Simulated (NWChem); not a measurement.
Species: PbCl, doublet; SMILES [Pb][Cl]

```xyz
2

Pb     0.0000     0.0000    -0.4349
Cl     0.0000     0.0000     2.0970
```
Atoms are numbered in this order, from 1.

Level: PBE0/def2-SVP with def2 effective core potentials on Pb, spin-unrestricted (NWChem), optimised geometry, unscaled harmonic frequencies. The state is orbitally degenerate and is run as one real component. The spin multiplicity was typed, not searched, and may not be the lowest. def2 effective core potentials on Pb; no spin-orbit coupling.

| frequency (cm⁻¹) | IR intensity (km/mol) |
|---|---|
| 298 | 45.6 |

```
Item                                                                              Result
-----------------------------------------------------------------------  ---------------
zero-point energy                                                           0.4 kcal/mol
thermal correction to the enthalpy at 298.15 K (with zero-point energy)     2.8 kcal/mol
heat capacity Cv                                                         6.6 cal/(mol K)
```

Rigid rotor and harmonic oscillator.
